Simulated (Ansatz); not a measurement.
I (SMILES [I-]), charge -1, singlet (all electrons, no relativity) (a gas-phase anion, which may not be bound at this level); HF/3-21G run with Ansatz (a program for electronic structure).

Input for Ansatz:
Ansatz 0.2 input:
```yaml
crystal:
  periodic: [false, false, false]
  atoms:
    - {symbol: I, position_ang: [0.00000000, 0.00000000, 0.00000000]}
basis:
  gaussian:
    orbitals: 3-21G.json
hamiltonian:
  xc: hf
total_charge: -1
accuracy: high
```
The basis file holds 3-21G in the JSON format of the Basis Set Exchange.

Task: What does Ansatz print? Leave out banner, timings and long lists.

Result: 
```
Functional definition: HF
292 factors; integrals over basis functions are off by at most 4.1e-9 eV
mean field evaluation 1: about -187429.6012 eV, gradient 1.0e1 eV
mean field evaluation 2: about -187429.6318 eV, gradient 1.0e1 eV
mean field evaluation 4: about -187429.6620 eV, gradient 9.0e-2 eV
mean field evaluation 8: about -187429.6618 eV, gradient 2.7e-4 eV
mean field -187429.66177684 eV, -6887.9130259111 hartree, gradient 3.2e-8 eV, S^2 0.000000; 0 other end points of the search recorded, 0 dependent functions left out
reference -187429.66177684 eV, -6887.9130259111 hartree; 27, 27 occupied and 6, 6 virtual orbitals, 292 factors
Total energy: -187429.66177684 eV, -6887.9130259111 hartree
```
